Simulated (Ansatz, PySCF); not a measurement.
Caution: the highest occupied level lies above zero, so the state may not be bound. This singlet lies 1.86 eV below the relaxed triplet at the level frozen-core CCSD(T)/aug-cc-pVDZ // PBE0-D3(BJ)/def2-TZVPD (Ansatz, an electronic-structure program).

Cartesian coordinates (Å):
SMILES: [Al-]([Cl])[NH2]
```xyz
5

N     -0.7135     0.0438     0.0137
Al     0.7724     1.0936     0.2569
Cl     2.3137    -0.5841    -0.1498
H     -1.6593     0.3877     0.0989
H     -0.7134    -0.9410    -0.2197
```
Charge -1, spin multiplicity 1.

Q: What total energy and HOMO does PySCF 2.14.0 with PBE-D3(BJ)/def2-TZVPD // PBE0-D3(BJ)/def2-TZVPD give?

A: 
| Property | Value |
|---|---|
| total energy | -758.3730 Ha |
| HOMO | 0.45 eV |
